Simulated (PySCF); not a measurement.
**Excitation energy of Be⁺ by level of theory**

Be⁺ [He] 2s1 (2S) → Be⁺ [He] 2p1 (2P), as a difference of total energies. Computed with PySCF 2.14 in aug-cc-pCVTZ, with no relativity, point nucleus. Correlated levels: valence and next inner shell: nothing frozen. The calculations carry no spin-orbit coupling.

```
                                method  excitation energy (cm⁻¹)
                                   UHF                     32204
    MP2 (valence and next inner shell)                     32169
SCS-MP2 (valence and next inner shell)                     32257
   CCSD (valence and next inner shell)                     32157
CCSD(T) (valence and next inner shell)                     32157
```

Errors of the correlated levels include the incompleteness of this basis.

For comparison: 31933 cm⁻¹ (measured; NIST levels, between the centres of gravity of the two terms).
